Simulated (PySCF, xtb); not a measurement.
B(OH)(OMe)(NH2) (CH₆BNO₂), SMILES NB(OC)O. Other conformers were not sampled.

Harmonic wavenumbers (cm⁻¹) from GFN2-xTB run with xtb at its own minimum, in rising order: 138, 145, 224, 325, 373, 416, 451, 458, 549, 789, 826, 952, 1104, 1129, 1155, 1290, 1319, 1412, 1481, 1486, 1538, 2907, 2923, 2987, 3534, 3575, 3659.

Question: What does PBE0-D3(BJ)/def2-SVP (PySCF) give at its own minimum? (Estimate from the structure and the level; the computed values follow.)

Answer: 122, 131, 244, 290, 351, 411, 490, 501, 657, 827, 871, 992, 1180, 1181, 1225, 1411, 1447, 1476, 1481, 1516, 1606, 2999, 3069, 3139, 3662, 3763, 3961. Paired by order, the mean absolute difference is 76 cm⁻¹ and the zero-point energies are 53.1 and 55.8 kcal/mol.
